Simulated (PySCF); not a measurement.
# Relaxation of singlet AsSe₃⁻

These are results of PBE/[As def2-SVPD, Se def2-SVPD], no relativity, density fitting, PySCF, not measurements. A (50,194) grid was used.

A hand-made trigonal planar start, of D3h symmetry, held to at least that symmetry:

```xyz
4
charge -1 multiplicity 1, angstrom
As    0.0000    0.0000    0.0000
Se    2.2100    0.0000    0.0000
Se   -1.1050    1.9139    0.0000
Se   -1.1050   -1.9139    0.0000
```

Optimiser trace:
```csv
step,E − E(last) (kJ/mol),largest gradient (Eh/bohr)
0,3.84,0.01374
1,0.27,0.00352
2,0.00,0.00029
3,0.00,0.00001
```

It ends at D3h with As–Se 2.249 Å (×3); Se–As–Se 120.0° (×3). A frequency run shows a minimum. Other isomers or separated fragments may lie lower.
